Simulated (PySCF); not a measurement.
# One molecule, several mistakes: AlClGeH2N cation

All numbers below are calculated, not measured. They come from PySCF 2.14.0, an open-source quantum chemistry program, on an isolated molecule that a program drew, which may never have been made. The molecule is AlClGeH2N cation (charge +1, singlet), drawn as the SMILES string `[AlH]=[N][GeH+][Cl]`.

Each row is a Hartree-Fock (HF) and frozen-core CCSD(T) single point in the cc-pV(D+d)Z basis, meant for a local HF minimum. Run 1 is clean. Each other run has one planted mistake out of seven kinds, and not every kind appears here: one electron removed, one electron added, multiplicity raised by two, geometry at a saddle point, minimal basis STO-3G, one bond length entered in bohr, all coordinates scaled. The reference is restricted for singlets and unrestricted otherwise, and also for a bond in bohr. Adding or removing an electron swaps singlet and doublet. Electrons count all cores. HOMO and LUMO are orbital energies over both spins, the gradient is its largest component, and the lowest frequency (negative if imaginary) is given only where the gradient is small. Bond lengths are over the 5 bonds as drawn. T1 is the CCSD diagnostic: over 0.02 (restricted) or 0.045 (unrestricted) a single reference is doubtful. Germanium has the cc-pVDZ-PP basis, with a core potential (ECP10MDF) in place of its 10 inner electrons, and its 3s, 3p and 3d shells are frozen in CCSD(T).

Geometry of the clean run:
```xyz
6
AlClGeH2N cation, angstrom
Al    0.2043   -1.4856   -2.4448
N     0.0365   -0.0309   -1.6675
Ge   -0.2562    1.5077   -1.0595
Cl   -1.4193    2.8839   -2.1215
H     0.3830   -2.8494   -3.1347
H     0.2488    2.0594    0.2459
```

```
run,electrons,basis functions,<S^2>,HOMO (eV),LUMO (eV),gradient (hartree/bohr),lowest frequency (cm^-1),mean bond (Å),longest bond (Å),T1,HF (hartree),CCSD(T) (hartree),mistake
1,70,93,0.000,-15.75,-3.81,2.8e-05,64,1.6945,2.092,0.0178,-1050.19859,-1050.67368,no fault
2,69,93,0.760,-22.10,-11.50,1.0e-01,-,1.6945,2.092,0.0219,-1049.71249,-1050.13939,one electron removed
3,70,93,0.891,-15.57,-5.39,1.1e-02,-,1.9683,2.908,0.0453,-1050.10643,-1050.56508,one bond length entered in bohr
4,71,93,0.879,-5.04,1.25,3.6e-02,-,1.6945,2.092,0.0271,-1050.35960,-1050.85459,?
5,70,93,2.022,-10.45,-6.27,1.1e-01,-,1.6945,2.092,0.0330,-1050.07059,-1050.51383,?
```

**Which mistake was planted in run 4, and what did it cost?**

It counts 71 electrons, one more than the clean run, at the same geometry and basis. So the mistake is: one electron added. Subtracting run 1 and multiplying by 627.51 kcal/mol a hartree, the energy moved by -101.0 kcal/mol in HF and -113.5 kcal/mol in CCSD(T).

**Which mistake was planted in run 5, and what did it cost?**

Electrons, basis and geometry are unchanged, and <S^2> is 2.022, beside S(S+1) = 2.00 for a multiplicity of 3. So the mistake is: multiplicity raised by two. Subtracting run 1 and multiplying by 627.51 kcal/mol a hartree, the energy moved by 80.3 kcal/mol in HF and 100.3 kcal/mol in CCSD(T).

Cautions from the logs. Run 3: T1 is over the limit, so its CCSD(T) energy is less reliable.
